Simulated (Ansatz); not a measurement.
Reaction (hydrogenolysis of a B–Cl bond): `FC1OB1Cl` + H₂ → `FC1BO1` + HCl

Calculated with Ansatz (gas phase, PBE0-D4/def2-TZVP geometries, no zero-point term in ΔE). CBS: MP2 limit from def2 TZ/QZ plus the TZ coupled-cluster correction, frozen cores. This one scheme is used for every species. DFT in def2-TZVPP. B3LYP here is the variant with VWN-RPA as its local correlation; programs differ in this.

Question: Is it downhill or uphill in electronic energy at CCSD(T)/CBS, and by how much? (Best estimate.)

Answer: The calculation gave: Uphill: ΔE = +52.1 kJ/mol.

Question: What do these levels give: PBE-D4, revPBE-D4, B3LYP-D4, HF/def2-SVP, SCS-MP2/def2-TZVPP, HF/CBS(def2)? (An estimate is asked.)

Answer: Computed: PBE-D4 62.0, revPBE-D4 65.1, B3LYP-D4 55.6, HF/def2-SVP 41.5, SCS-MP2/def2-TZVPP 54.7, HF/CBS(def2) 34.9 kJ/mol.

Largest T1 diagnostic among the species: 0.016.

At CCSD(T), def2-SVP lies +9.9 kJ/mol from the extrapolated value and def2-TZVPP +1.1 kJ/mol. The D4 term adds +5.7 kJ/mol with B3LYP and +3.1 kJ/mol with PBE0; it sums over pairs of atoms, weighted by their polarisabilities, and B3LYP, whose exchange is more repulsive, gets the larger term. From PBE to PBE0 (25 % exact exchange), in def2-TZVPP and without D4, ΔE moves by −4.7 kJ/mol.
